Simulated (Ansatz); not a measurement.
C2H5NOSi, SMILES `OC1=NC[SiH2]1`, relaxed with RKS PBE0-D4/def2-TZVP in Ansatz from a PBE-D4/def2-SVP geometry. The force threshold is 0.005 eV/Å; the program also tests the step.

Charge 0, multiplicity 1.

Start:

```xyz
10

O    -0.814   -1.987   -0.908
C    -0.376   -0.814   -0.442
N    -0.570    0.328   -1.032
C     0.106    1.301   -0.120
Si    0.601   -0.149    1.042
H    -1.288   -1.784   -1.748
H     0.926    1.848   -0.632
H    -0.604    2.056    0.280
H    -0.034   -0.256    2.404
H     2.052   -0.542    1.157
```

| step | energy (eV) | largest force (eV/Å) | largest move (Å) |
| --- | --- | --- | --- |
| 1 | -13561.7734 | 0.821 | 0.000 |
| 2 | -13561.8190 | 0.261 | 0.023 |
| 3 | -13561.8253 | 0.048 | 0.013 |
| 4 | -13561.8254 | 0.024 | 0.002 |
| 5 | -13561.8255 | 0.006 | 0.002 |
| 6 | -13561.8255 | 0.002 | 0.001 |

End:

```xyz
10

O    -0.810   -1.968   -0.905
C    -0.370   -0.805   -0.435
N    -0.560    0.323   -1.012
C     0.113    1.297   -0.107
Si    0.594   -0.140    1.027
H    -1.279   -1.785   -1.734
H     0.917    1.828   -0.622
H    -0.593    2.034    0.280
H    -0.037   -0.250    2.370
H     2.025   -0.532    1.138
```

Hardware: 4 threads of an Arm Neoverse V1 on a shared host. Wall time 19 s, peak host memory 0.45 GiB.
